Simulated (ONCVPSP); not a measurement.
## Building the ONCV potential for mercury (LDA (Perdew-Wang 92), scalar-relativistic).

The input file (ONCVPSP 4.0.1):

```
# ATOM AND REFERENCE CONFIGURATION
# atsym  z   nc   nv     iexc    psfile
  Hg 80.00   10    4  -001012      upf
#
#   n    l    f
    1    0    2.00
    2    0    2.00
    2    1    6.00
    3    0    2.00
    3    1    6.00
    3    2   10.00
    4    0    2.00
    4    1    6.00
    4    2   10.00
    4    3   14.00
    5    0    2.00
    5    1    6.00
    5    2   10.00
    6    0    2.00
#
# PSEUDOPOTENTIAL AND OPTIMIZATION
# lmax
    2
#
#   l,   rc,      ep,       ncon, nbas, qcut
    0    1.45    0.00    4    8    7.80
    1    1.65    0.00    4    7    7.00
    2    1.70    0.00    4    8   10.20
#
# LOCAL POTENTIAL
# lloc, lpopt,  rc(5),   dvloc0
    4    5    1.25    1.00
#
# VANDERBILT-KLEINMAN-BYLANDER PROJECTORs
# l, nproj, debl
    0    2    3.60
    1    3    3.00
    2    1    3.80
#
# MODEL CORE CHARGE
# icmod, fcfact, rcfact
    0    0.00    0.00
#
# LOG DERIVATIVE ANALYSIS
# epsh1, epsh2, depsh
   -6.00    5.00    0.04
#
# OUTPUT GRID
# rlmax, drl
    6.00    0.01
#
# TEST CONFIGURATIONS
# ncnf
    4
# nvcnf
#   n    l    f
    4
    5    0    2.00
    5    1    6.00
    5    2   10.00
    6    0    1.00
#
    4
    5    0    2.00
    5    1    6.00
    5    2   10.00
    6    0    0.00
#
    4
    5    0    2.00
    5    1    6.00
    5    2    9.00
    6    0    0.00
#
    4
    5    0    2.00
    5    1    6.00
    5    2    8.00
    6    0    0.00
#
```

Command:

```bash
oncvpsp.x < Hg.dat > Hg.out
```

Output (shortened: citation, most of the input echo, consistency checks and plot data are left out):

```
ONCVPSP  (Optimized Norm-Conservinng Vanderbilt PSeudopotential)
scalar-relativistic version 4.0.1

#   n    l    f        energy (Ha)
    1    0    2.00    -3.0546716E+03
    2    0    2.00    -5.4143190E+02
    2    1    6.00    -4.6700624E+02
    3    0    2.00    -1.2847081E+02
    3    1    6.00    -1.0697439E+02
    3    2   10.00    -8.4338573E+01
    4    0    2.00    -2.8221528E+01
    4    1    6.00    -2.1172902E+01
    4    2   10.00    -1.2813850E+01
    4    3   14.00    -3.5398790E+00
    5    0    2.00    -4.3569576E+00
    5    1    6.00    -2.4534040E+00
    5    2   10.00    -3.7003106E-01
    6    0    2.00    -2.6195933E-01

Reference configufation results
  iterations    27
  all-electron total energy (Ha)   -1.96119756D+04

Begin loop to  construct optimized pseudo wave functions
and semi-local pseudopoentials for all angular momenta

Calculating optimized projector #   1

 for l=   0

    Fraction of norm inside rc  0.956256
    Optimizing pswf for qcut=   7.79 a_B^-1,  ecut=  30.37 Ha
    Residual kinetic energy error=  4.99D-05 Ha

    Energy error per electron        Cutoff
         Ha          eV             Ha
         0.01000     0.27211       19.53
         0.00100     0.02721       24.91
         0.00010     0.00272       29.16
         0.00001     0.00027       76.55

Calculating optimized projector #   2

 for l=   0

    Fraction of norm inside rc  0.065632
    Optimizing pswf for qcut=   7.79 a_B^-1,  ecut=  30.37 Ha
    Residual kinetic energy error=  5.17D-05 Ha

    Energy error per electron        Cutoff
         Ha          eV             Ha
         0.01000     0.27211       16.73
         0.00100     0.02721       23.83
         0.00010     0.00272       28.99
         0.00001     0.00027       61.42

   Wellstate for l =  1  n =  7
     eigenvalue =   0.5466
     asymptotic potential =   1.0466
     half-point radius =  6.1463

   Wellstate for l =  1  n =  8
     eigenvalue =   3.5466
     asymptotic potential =   4.0466
     half-point radius =  3.5053

Calculating optimized projector #   1

 for l=   1

    Fraction of norm inside rc  0.942121
    Optimizing pswf for qcut=   7.00 a_B^-1,  ecut=  24.50 Ha
    Residual kinetic energy error=  5.33D-06 Ha

    Energy error per electron        Cutoff
         Ha          eV             Ha
         0.01000     0.27211       13.11
         0.00100     0.02721       16.26
         0.00010     0.00272       18.78
         0.00001     0.00027       21.60

Calculating optimized projector #   2

 for l=   1

    Fraction of norm inside rc  0.041283
    Optimizing pswf for qcut=   7.00 a_B^-1,  ecut=  24.50 Ha
    Residual kinetic energy error=  2.58D-05 Ha

    Energy error per electron        Cutoff
         Ha          eV             Ha
         0.01000     0.27211        9.80
         0.00100     0.02721       13.25
         0.00010     0.00272       16.63
         0.00001     0.00027       40.09

Calculating optimized projector #   3

 for l=   1

    Fraction of norm inside rc  0.095675
    Optimizing pswf for qcut=   7.00 a_B^-1,  ecut=  24.50 Ha
    Residual kinetic energy error=  3.28D-04 Ha

    Energy error per electron        Cutoff
         Ha          eV             Ha
         0.01000     0.27211       12.15
         0.00100     0.02721       16.29
         0.00010     0.00272       30.14
         0.00001     0.00027       67.21

Calculating optimized projector #   1

 for l=   2

    Fraction of norm inside rc  0.695525
    Optimizing pswf for qcut=  10.19 a_B^-1,  ecut=  51.93 Ha
    Residual kinetic energy error=  9.39D-09 Ha

    Energy error per electron        Cutoff
         Ha          eV             Ha
         0.01000     0.27211       18.14
         0.00100     0.02721       23.84
         0.00010     0.00272       29.01
         0.00001     0.00027       33.80

Construct Vanderbilt / Kleinmman-Bylander projectors

B matrix Hermiticity error, ll=   0
   1   2    7.9400E-04

  Orthonormal projector coefficients  1.2860E+01  1.8035E+00

B matrix Hermiticity error, ll=   1
   1   2   -3.6364E-04
   1   3    9.4865E-04
   2   3    1.4850E-04

  Orthonormal projector coefficients  1.1611E+01  3.5654E+00  8.3420E-01

Pseudoatom total energy -155.231644

Diagnostic tests using Vanderbilt-Kleinman-Bylander pseudopotentials
  1 or more projectors used as specified by nproj input data

   l    rcore       rmatch      e in        delta e   norm test  slope test

   0   1.4564923   1.5007145  -4.3569576   0.0000105   1.0002857   1.0002687
   0   1.4564923   1.5007145  -0.2619593   0.0000092   1.0000674   1.0000517

   1   1.6514513   1.7015930  -2.4534040   0.0000040   1.0002439   1.0002433
   1   1.6514513   1.7015930   0.5465960   0.0000367   1.0003607   1.0003607
   1   1.6514513   1.7015930   3.5465960   0.0000965   1.0004011   1.0004011

   2   1.7015930   1.7532570  -0.3700311  -0.0000033   0.9999985   1.0000101

 Testing for bound ghosts
   n   l    E NL Schr. Eq   E Basis Diag.   E Cutoff

   1   0       -4.356947       -4.356946    124.84
   2   0       -0.261950       -0.198362    124.84

   2   1       -2.453400       -2.453399    111.73

   3   2       -0.370034       -0.368805     89.23

 Testing for highly-localized positive-energy ghosts
       l    <radius>/rc     E Basis Diag.   E Cutoff

       0        0.798434       10.587164    124.84  WARNING - GHOST(+)

Test configuration 0

   n   l     f        eae           eps        diff
   1   0  2.0000-3054.67156218
   2   0  2.0000 -541.43189862
   2   1  6.0000 -467.00624310
   3   0  2.0000 -128.47080521
   3   1  6.0000 -106.97438970
   3   2 10.0000  -84.33857307
   4   0  2.0000  -28.22152805
   4   1  6.0000  -21.17290155
   4   2 10.0000  -12.81385041
   4   3 14.0000   -3.53987902
   5   0  2.0000   -4.35695756   -4.35694710    1.05D-05
   5   1  6.0000   -2.45340400   -2.45340001    4.00D-06
   5   2 10.0000   -0.37003106   -0.37003438   -3.32D-06
   6   0  2.0000   -0.26195933   -0.26195017    9.17D-06

    Total energies and differences
      AE_ref= -1.96119756D+04  AE_tst= -1.96119756D+04  dif=  0.00D+00
      PS_ref= -1.55231644D+02  PS_tst= -1.55231644D+02  dif= -1.14D-13
      PSP excitation error=  1.14D-13

Test configuration 1

   n   l     f        eae           eps        diff
   1   0  2.0000-3055.00804545
   2   0  2.0000 -541.76580025
   2   1  6.0000 -467.34020724
   3   0  2.0000 -128.80530309
   3   1  6.0000 -107.30889045
   3   2 10.0000  -84.67283113
   4   0  2.0000  -28.55639903
   4   1  6.0000  -21.50777656
   4   2 10.0000  -13.14866317
   4   3 14.0000   -3.87474661
   5   0  2.0000   -4.69270990   -4.69347771   -7.68D-04
   5   1  6.0000   -2.79002318   -2.79030170   -2.79D-04
   5   2 10.0000   -0.70199041   -0.70195241    3.80D-05
   6   0  1.0000   -0.55511211   -0.55515308   -4.10D-05

    Total energies and differences
      AE_ref= -1.96119756D+04  AE_tst= -1.96115699D+04  dif=  4.06D-01
      PS_ref= -1.55231644D+02  PS_tst= -1.54825720D+02  dif=  4.06D-01
      PSP excitation error= -1.50D-04

Test configuration 2

   n   l     f        eae           eps        diff
   1   0  2.0000-3055.38486411
   2   0  2.0000 -542.13905344
   2   1  6.0000 -467.71355430
   3   0  2.0000 -129.17906938
   3   1  6.0000 -107.68265938
   3   2 10.0000  -85.04631314
   4   0  2.0000  -28.93044585
   4   1  6.0000  -21.88180227
   4   2 10.0000  -13.52257594
   4   3 14.0000   -4.24864339
   5   0  2.0000   -5.06676607   -5.06866517   -1.90D-03
   5   1  6.0000   -3.16446671   -3.16519783   -7.31D-04
   5   2 10.0000   -1.06849003   -1.06841187    7.82D-05

    Total energies and differences
      AE_ref= -1.96119756D+04  AE_tst= -1.96108573D+04  dif=  1.12D+00
      PS_ref= -1.55231644D+02  PS_tst= -1.54112795D+02  dif=  1.12D+00
      PSP excitation error= -4.82D-04

Test configuration 3

   n   l     f        eae           eps        diff
   1   0  2.0000-3055.94981897
   2   0  2.0000 -542.70578157
   2   1  6.0000 -468.28026778
   3   0  2.0000 -129.74322946
   3   1  6.0000 -108.24680578
   3   2 10.0000  -85.61096691
   4   0  2.0000  -29.49285287
   4   1  6.0000  -22.44402876
   4   2 10.0000  -14.08465367
   4   3 14.0000   -4.80992667
   5   0  2.0000   -5.61806185   -5.61927300   -1.21D-03
   5   1  6.0000   -3.70635107   -3.70683006   -4.79D-04
   5   2  9.0000   -1.57162950   -1.57126563    3.64D-04

    Total energies and differences
      AE_ref= -1.96119756D+04  AE_tst= -1.96095410D+04  dif=  2.43D+00
      PS_ref= -1.55231644D+02  PS_tst= -1.52796436D+02  dif=  2.44D+00
      PSP excitation error= -6.04D-04

Test configuration 4

   n   l     f        eae           eps        diff
   1   0  2.0000-3056.56825639
   2   0  2.0000 -543.32630482
   2   1  6.0000 -468.90082112
   3   0  2.0000 -130.35948248
   3   1  6.0000 -108.86303961
   3   2 10.0000  -86.22798749
   4   0  2.0000  -30.10603961
   4   1  6.0000  -23.05688940
   4   2 10.0000  -14.69722458
   4   3 14.0000   -5.42123977
   5   0  2.0000   -6.21423964   -6.21487559   -6.36D-04
   5   1  6.0000   -4.29030156   -4.29066225   -3.61D-04
   5   2  8.0000   -2.11341033   -2.11264727    7.63D-04

    Total energies and differences
      AE_ref= -1.96119756D+04  AE_tst= -1.96077020D+04  dif=  4.27D+00
      PS_ref= -1.55231644D+02  PS_tst= -1.50957447D+02  dif=  4.27D+00
      PSP excitation error= -6.02D-04
```

The run took about 5.7 s on one core of a shared server CPU.
